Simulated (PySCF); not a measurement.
# FeOCl: one-bond stretch

Method: PySCF, UPBE0, basis Fe def2-SVP, O def2-SVP, Cl def2-SVP (no relativity, density fitting).

Rigid scan from the sextet minimum (Fe–Cl 2.165 Å, Fe–O 1.623 Å; Cl–Fe–O 180.0°). Coordinate: the bond from Fe to the last atom (Cl) scaled, the rest fixed. Energies in kJ/mol from the minimum.

```json
{"scale of one bond": "0.92", "E (kJ/mol)": "27.9", "dipole size (D)": "0.65", "⟨S²⟩": "8.77"}
{"scale of one bond": "0.96", "E (kJ/mol)": "6.1", "dipole size (D)": "0.26", "⟨S²⟩": "8.77"}
{"scale of one bond": "1.00", "E (kJ/mol)": "0.0", "dipole size (D)": "0.13", "⟨S²⟩": "8.77"}
{"scale of one bond": "1.05", "E (kJ/mol)": "7.3", "dipole size (D)": "0.63", "⟨S²⟩": "8.77"}
{"scale of one bond": "1.12", "E (kJ/mol)": "34.7", "dipole size (D)": "1.34", "⟨S²⟩": "8.77"}
{"scale of one bond": "1.20", "E (kJ/mol)": "78.4", "dipole size (D)": "2.12", "⟨S²⟩": "8.77"}
{"scale of one bond": "1.35", "E (kJ/mol)": "168.8", "dipole size (D)": "3.46", "⟨S²⟩": "8.78"}
{"scale of one bond": "1.55", "E (kJ/mol)": "274.8", "dipole size (D)": "–", "⟨S²⟩": "8.83"}
{"scale of one bond": "1.80", "E (kJ/mol)": "361.4", "dipole size (D)": "–", "⟨S²⟩": "9.16"}
{"scale of one bond": "2.20", "E (kJ/mol)": "419.6", "dipole size (D)": "–", "⟨S²⟩": "9.45"}
```

Spin contamination is strong at 1.80, 2.20, so these points are less reliable.

With open d or f shells other occupations or spin states may lie lower.

Other isomers or separated fragments may lie lower.

The scan took 10 s on 2 threads of a shared Arm Neoverse V2 host; the process peaked at 0.63 GiB. Launch command: `OMP_NUM_THREADS=2 python axn.py task.json out`.
